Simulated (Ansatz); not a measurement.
Relaxation of FH5O4Si (11 atoms, charge 0, multiplicity 1), to a largest force component of 0.03 eV/Å in at most 50 steps.

Level of theory: RKS PBE0/def2-SVP in Ansatz.

```xyz
11
Properties=species:S:1:pos:R:3
Si -0.341 -0.172 0.124
O -0.364 -0.269 1.774
H -0.179 0.570 2.221
O 1.232 0.143 -0.362
H 1.748 -0.661 -0.497
O -1.319 1.027 -0.412
H -1.520 1.013 -1.352
O -0.686 -1.661 -0.493
H -1.311 -2.184 0.017
F 1.069 1.747 1.611
H 1.326 1.018 1.080
```

Where does it end, and by what steps?

The run converged. After 9 steps the energy has fallen by 0.290 eV; F10 moved furthest, 0.34 Å.

```json
{"step": "0", "energy less start (eV)": "0.0000", "largest force component (eV/Å)": "0.694", "accepted": "yes"}
{"step": "1", "energy less start (eV)": "-0.1823", "largest force component (eV/Å)": "0.520", "accepted": "yes"}
{"step": "2", "energy less start (eV)": "-0.2038", "largest force component (eV/Å)": "1.627", "accepted": "yes"}
{"step": "3", "energy less start (eV)": "-0.2286", "largest force component (eV/Å)": "0.754", "accepted": "yes"}
{"step": "4", "energy less start (eV)": "-0.2722", "largest force component (eV/Å)": "0.665", "accepted": "yes"}
{"step": "5", "energy less start (eV)": "-0.2760", "largest force component (eV/Å)": "0.275", "accepted": "yes"}
{"step": "6", "energy less start (eV)": "-0.2870", "largest force component (eV/Å)": "0.204", "accepted": "yes"}
{"step": "7", "energy less start (eV)": "-0.2886", "largest force component (eV/Å)": "0.039", "accepted": "yes"}
{"step": "8", "energy less start (eV)": "-0.2894", "largest force component (eV/Å)": "0.033", "accepted": "yes"}
{"step": "9", "energy less start (eV)": "-0.2896", "largest force component (eV/Å)": "0.015", "accepted": "yes"}
```

```xyz
11
Properties=species:S:1:pos:R:3
Si -0.465 -0.220 0.148
O -0.616 -0.233 1.773
H -0.121 0.488 2.196
O 1.098 0.217 -0.309
H 1.674 -0.538 -0.479
O -1.476 0.904 -0.487
H -1.367 1.099 -1.422
O -0.661 -1.740 -0.448
H -1.278 -2.311 0.019
F 1.365 1.679 1.771
H 1.501 1.224 0.951
```

Whether the end is a true minimum wasn't checked by a vibrational analysis.

The run took 18 s on 4 threads of Arm Neoverse V2, on a shared host, peak memory 0.26 GiB.
